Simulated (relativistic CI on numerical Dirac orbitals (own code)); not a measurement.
How well does a small relativistic CI reproduce Zn IV?

Calculated at this level of theory: Dirac-Coulomb-Breit CI, orbitals from a KLI potential per configuration, QED by a radiative potential, valence Slater integrals scaled by 0.85, configuration energies shifted to the measured levels that pair with them (semi-empirical) (own radial code, finite nucleus).

Configurations in the expansion (outside the closed core [Ne] 3s2): 3p6 3d9, 3p6 3d8 4s, 3p6 3d8 4p, 3p6 3d8 4d, 3p6 3d8 5s, 3p6 3d7 4s2, 3p6 3d8 5p, 3p6 3d8 4f, 3p6 3d8 5d, 3p5 3d10, 3p6 3d7 4s 4p, 3p6 3d8 5f, 3p6 3d8 5g, 3p6 3d7 4p2, 3p6 3d7 4s 4d. Levels of other configurations are missing.

| Configuration | Term (tabulated) | J | Measured (cm⁻¹) | Computed | Error | Purity (%) |
| --- | --- | --- | --- | --- | --- | --- |
| 3p6 3d9 | 2D | 5/2 | 0.0 | 0 | 0 | 100 |
| 3p6 3d9 | 2D | 3/2 | 2759.1 | 2674 | -86 | 100 |
| 3p6 3d8 4s | 4F | 9/2 | 128729.8 | 128629 | -101 | 100 |
| 3p6 3d8 4s | 4F | 7/2 | 130366.1 | 130217 | -150 | 96 |
| 3p6 3d8 4s | 4F | 5/2 | 131804.5 | 131622 | -183 | 98 |
| 3p6 3d8 4s | 4F | 3/2 | 132777.3 | 132577 | -200 | 99 |
| 3p6 3d8 4s | 2F | 7/2 | 135951.2 | 135557 | -394 | 96 |
| 3p6 3d8 4s | 2D | 3/2 | 149190.8 | 149505 | 314 | 80 |
| 3p6 3d8 4s | 4P | 3/2 | 151249.5 | 151689 | 440 | 85 |
| 3p6 3d8 4s | 4P | 1/2 | 151392.4 | 151875 | 483 | 99 |
| 3p6 3d8 4s | 2P | 3/2 | 157074.8 | 157108 | 33 | 95 |
| 3p6 3d8 4s | 2P | 1/2 | 157929.5 | 157944 | 14 | 99 |
| 3p6 3d8 4s | 2S | 1/2 | 199369.0 | 199369 | 0 | 99 |
| 3p6 3d8 4p | 4D° | 7/2 | 201319.0 | 201627 | 308 | 95 |
| 3p6 3d8 4p | 4D° | 5/2 | 203684.6 | 203919 | 235 | 94 |
| 3p6 3d8 4p | 4G° | 9/2 | 204447.0 | 204494 | 47 | 60 |
| 3p6 3d8 4p | 4G° | 11/2 | 205261.0 | 205136 | -125 | 100 |
| 3p6 3d8 4p | 4D° | 3/2 | 205453.0 | 205645 | 192 | 97 |
| 3p6 3d8 4p | 4G° | 7/2 | 205991.0 | 205972 | -19 | 77 |
| 3p6 3d8 4p | 4D° | 1/2 | 206513.0 | 206686 | 173 | 99 |
| 3p6 3d8 4p | 4G° | 5/2 | 207175.3 | 207139 | -36 | 91 |
| 3p6 3d8 4p | 4F° | 9/2 | 207737.0 | 207428 | -309 | 80 |
| 3p6 3d8 4p | 4F° | 7/2 | 208921.3 | 208651 | -270 | 68 |
| 3p6 3d8 4p | 2G° | 9/2 | 208970.0 | 208905 | -65 | 64 |
| 3p6 3d8 4p | 4F° | 5/2 | 209899.0 | 209635 | -264 | 80 |
| 3p6 3d8 4p | 4F° | 3/2 | 210187.1 | 210002 | -185 | 86 |
| 3p6 3d8 4p | 2G° | 7/2 | 211189.6 | 211114 | -75 | 68 |
| 3p6 3d8 4p | 2D° | 5/2 | 211569.7 | 211815 | 245 | 79 |
| 3p6 3d8 4p | 2F° | 7/2 | 211823.7 | 211734 | -90 | 61 |
| 3p6 3d8 4p | 2D° | 3/2 | 213479.8 | 213734 | 254 | 87 |
| 3p6 3d8 4p | 2F° | 5/2 | 214167.3 | 214077 | -90 | 76 |
| 3p6 3d8 4p | 4P° | 3/2 | 221426.2 | 222150 | 723 | 72 |
| 3p6 3d8 4p | 4P° | 5/2 | 221737.4 | 222414 | 677 | 66 |
| 3p6 3d8 4p | 4P° | 1/2 | 222120.0 | 222901 | 781 | 88 |
| 3p6 3d8 4p | 2D° | 3/2 | 224997.6 | 225498 | 500 | 61 |
| 3p6 3d8 4p | 2F° | 7/2 | 225032.5 | 225032 | 0 | 88 |
| 3p6 3d8 4p | 2P° | 1/2 | 225414.0 | 225608 | 194 | 87 |
| 3p6 3d8 4p | 2P° | 3/2 | 226684.9 | 226788 | 103 | 63 |
| 3p6 3d8 4p | 4D° | 5/2 | 229162.8 | 229397 | 234 | 77 |
| 3p6 3d8 4p | 4D° | 3/2 | 229230.9 | 229438 | 207 | 91 |
| 3p6 3d8 4p | 4D° | 1/2 | 229252.8 | 229422 | 169 | 97 |
| 3p6 3d8 4p | 4D° | 7/2 | 229877.9 | 229875 | -3 | 86 |
| 3p6 3d8 4p | 2D° | 5/2 | 231693.0 | 232078 | 385 | 79 |
| 3p6 3d8 4p | 2P° | 3/2 | 232245.7 | 232892 | 646 | 62 |
| 3p6 3d8 4p | 2D° | 3/2 | 232938.1 | 233434 | 496 | 59 |
| 3p6 3d8 4p | 2H° | 9/2 | 232981.0 | 231700 | -1281 | 99 |
| 3p6 3d8 4p | 2P° | 1/2 | 234493.9 | 234963 | 469 | 88 |
| 3p6 3d8 4p | 2H° | 11/2 | 234623.0 | 233355 | -1268 | 100 |
| 3p6 3d8 4p | 2F° | 7/2 | 234802.2 | 233840 | -962 | 95 |
| 3p6 3d8 4p | 2S° | 1/2 | 235975.5 | 236251 | 276 | 89 |
| 3p6 3d8 4p | 2F° | 5/2 | 236109.3 | 234980 | -1129 | 98 |
| 3p6 3d8 4p | 4S° | 3/2 | 236175.1 | 235901 | -274 | 97 |
| 3p6 3d8 4p | 2G° | 7/2 | 242320.0 | 240351 | -1969 | 98 |
| 3p6 3d8 4p | 2G° | 9/2 | 242640.0 | 240637 | -2003 | 98 |
| 3p6 3d8 4p | 2P° | 1/2 | 274746.3 | 274614 | -132 | 99 |
| 3p6 3d8 4p | 2P° | 3/2 | 276884.6 | 276526 | -358 | 99 |

Measured levels from Sugar and Musgrove, J. Phys. Chem. Ref. Data 24, 1803 (1995); pairs were made by configuration, J and term (by order where the table uses no LS term), so strongly mixed levels may be paired wrongly. Some J values or terms of the table were assigned by a fit.

Mean error by configuration (cm⁻¹): 3p6 3d9 -86; 3p6 3d8 4s 23; 3p6 3d8 4p -84. Over the excited levels the mean absolute error is 375 cm⁻¹ (55 of the 58 excited levels that our extract of the source holds in range could be paired, and the others can miss by more), and the median relative error of those above 1,000 cm⁻¹ is 0.12 %, both after the shifts were fitted to these levels, so that a configuration with one level shows no error.

Configurations whose levels could be paired with our table of measured levels were shifted onto them, all but the ground configuration, by the median error of their levels; single terms can still be off by 1,000 to 2,000 cm⁻¹ or more, and rates follow the energies as ν³ (E1, M1) or ν⁵ (E2). The others borrow a shift and can be off by several thousand cm⁻¹ or more. The fine structure of a lone outer electron comes out too small, for d and f at times inverted, and misplaced configurations move strength between like terms. 55 of the 58 excited levels that our extract of the measured tables holds in this range could be paired (the sources list more); they are missed by 375 cm⁻¹ on average and 2003 at most, after the shifts were fitted to these levels, and levels without a partner can miss by more.

Shifts applied (cm⁻¹): 3p6 3d9 0; 3p6 3d8 4s 2919; 3p6 3d8 4p 3896.
